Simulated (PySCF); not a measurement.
Al2H4, SMILES [AlH2][AlH2]. Geometry optimised at TPSSh-D3(BJ)/def2-TZVP.

TDA-PBE/def2-TZVPD (PySCF 2.14.0) puts the lowest singlet excitations at 3.39, 3.39, 4.48, 4.54, 4.59, 4.61 eV.

Question: What are the lowest excitation roots from ADC(2)/aug-cc-pVDZ (PySCF)? (The exact figures need the calculation; the answer reports its results.)

Answer: 3.88, 3.88, 5.43, 5.47, 6.49, 6.53 eV. S1 differs by 0.49 eV (second minus first; roots are paired by order, and the bases may differ).
